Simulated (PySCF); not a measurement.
Compound: C7H9O (doublet state).
Geometry (GFN2-xTB, Å), atoms numbered from 1 in this order:
```xyz
17
C7H9O angstrom
C      3.1240    0.2508    0.3589
O      2.3144   -0.7951    0.2012
C      0.9919   -0.6990    0.1949
C      0.1335   -1.7544    0.0391
C     -1.2067   -1.2627    0.0859
C     -1.2171    0.0759    0.2679
C     -2.3850    0.9898    0.3707
C      0.1996    0.5695    0.3556
H      4.1683    0.0210    0.3265
H      2.7546    1.2504    0.4765
H      0.4162   -2.7805   -0.0968
H     -2.0742   -1.8905   -0.0127
H     -2.3741    1.7229   -0.4379
H     -3.3134    0.4274    0.3145
H     -2.3655    1.5395    1.3129
H      0.4258    1.2930   -0.4329
H      0.4008    1.0541    1.3153
```

The hyperfine couplings belong to this conformer and change with its torsions.

As a line formula: `[CH2]OC1=CC=C(C)C1` [radical].

Method: UKS B3LYP, pcH-1 on C H O, non-relativistic, mean-field spin-orbit, GIAO (PySCF). The structure is a single GFN2-xTB conformer in the gas phase; no vibrational or solvent corrections. The geometry wasn't refined by DFT: couplings that depend on bond lengths, twists or pyramidal angles can differ widely from those at the functional's own minimum.

Count the α and β electrons and give S(S+1).

Nα = 30, Nβ = 29 (59 in all), and S(S+1) = 0.75 for S = 1/2.

Mulliken spin populations, one withheld:

```json
{"atom": "C1", "bound to": "O2, H9, H10", "population": "+0.8760"}
{"atom": "O2", "bound to": "C1, C3", "population": "+0.0865"}
{"atom": "C3", "bound to": "O2, C4, C8", "population": "-0.1244"}
{"atom": "C4", "bound to": "C3, C5, H11", "population": "+0.1857"}
{"atom": "C5", "bound to": "C4, C6, H12", "population": "-0.0798"}
{"atom": "C6", "bound to": "C5, C7, C8", "population": "?"}
{"atom": "C7", "bound to": "C6, H13, H14, H15", "population": "-0.0117"}
{"atom": "C8", "bound to": "C6, C3, H16, H17", "population": "-0.0045"}
{"atom": "H9", "bound to": "C1", "population": "-0.0403"}
{"atom": "H10", "bound to": "C1", "population": "-0.0400"}
{"atom": "H11", "bound to": "C4", "population": "-0.0075"}
{"atom": "H12", "bound to": "C5", "population": "+0.0029"}
{"atom": "H13", "bound to": "C7", "population": "+0.0066"}
{"atom": "H14", "bound to": "C7", "population": "+0.0003"}
{"atom": "H15", "bound to": "C7", "population": "+0.0061"}
{"atom": "H16", "bound to": "C8", "population": "+0.0023"}
{"atom": "H17", "bound to": "C8", "population": "+0.0023"}
```

Complete the table.

1 − (0.8605) gives +0.139, since all populations sum to 2S.

How is the spin shared among the elements?

Carbon +0.98, oxygen +0.09, hydrogen -0.07. The positive populations sum to 1.31, the negative ones to -0.31.

The run gives ⟨S²⟩ = 0.7689. What does that say of the overlap of α and β orbitals, and of the weight of higher spin?

For a single determinant ⟨S²⟩ = S(S+1) + Nβ − Σ|⟨iα|jβ⟩|², so the squared overlaps of occupied orbitals sum to 29 − 0.0189 = 28.9811. If the quartet state (S + 1) were the only admixture, its weight would be 0.0189/(2S + 2) = 0.63 %.

What Fermi-contact NMR shifts do the couplings of C3, C4, C5, C6, C7, C8, H9 imply at 298 K (Curie law, g = gₑ)?

δ = a_FC·h·gₑ μB S(S+1)/(3 g_N μN kT), with k/h = 20836.6 MHz/K:

```csv
nuclei,isotope,a_FC (MHz),g_N,contact shift (ppm)
C3,13C,-17.46,1.4048,-1840
C4,13C,16.67,1.4048,+1757
C5,13C,-13.08,1.4048,-1378
C6,13C,13.16,1.4048,+1387
C7,13C,-4.97,1.4048,-524
C8,13C,-1.81,1.4048,-191
H9,1H,-58.48,5.5857,-1550
```

All at the stated temperature.

H9 and H10 aren't averaged: C1 is flat or nearly so (angle sum 360°), and its turn about the short C1–O2 bond (1.33 Å) is taken as slow.

The spin density at the nucleus, in bohr⁻³, is negative for C3 (-0.0155), H10 (-0.0131) and H9 (-0.0131), for instance. A restricted open-shell determinant has no negative spin density anywhere; here it arises because α and β orbitals differ (spin polarisation).
